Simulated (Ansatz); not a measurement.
The pair A = SiH4 (SMILES [SiH4]) (first 5 atoms), B = HI (SMILES I); geometry from B3LYP-D3(BJ)/def2-TZVP.
(charge 0, multiplicity 1):
```xyz
7

Si    -0.471     0.125     0.013
H      1.005     0.107    -0.074
H     -0.928    -0.972     0.897
H     -1.047    -0.071    -1.339
H     -0.927     1.421     0.558
I      0.968     0.400     3.846
H      0.044    -0.925     3.834
```

Correlated levels freeze the cores. Filled d and f shells under p-block atoms count as core.

Programs: Ansatz (Gaussian basis) for Hartree–Fock, density functionals and correlated methods. Values without a source in brackets are computed. In def2 rows elements past Kr take small-core potentials, without spin–orbit coupling.

Total energies (hartree), monomers frozen at their geometry in the pair:

```
structure              HF/def2-SVPD  MP2/def2-TZVPPD  CCSD(T)/def2-TZVPPD
---------------------  ------------  ---------------  -------------------
AB                     -588.3882736     -588.7977615         -588.8566387
A in the pair's basis  -291.1562971     -291.4027519         -291.4363969
B in the pair's basis  -297.2332703     -297.3937973         -297.4191923
A                      -291.1561563     -291.4026719         -291.4363183
B                      -297.2331569     -297.3933779         -297.4187237
```

### Question
Work out the interaction energy without and with the counterpoise correction, and the superposition error, for each level.

### Answer

E(AB) − E(A) − E(B), times 627.509 kcal/mol, with the monomers in their own basis and then in the pair's basis:
- HF/def2-SVPD: 0.65 uncorrected, 0.81 corrected; the monomers gain 0.16 kcal/mol from borrowed functions
- MP2/def2-TZVPPD: -1.07 uncorrected, -0.76 corrected; the monomers gain 0.31 kcal/mol from borrowed functions
- CCSD(T)/def2-TZVPPD: -1.00 uncorrected, -0.66 corrected; the monomers gain 0.34 kcal/mol from borrowed functions

Ansatz is a quantum-chemistry and plane-wave program.
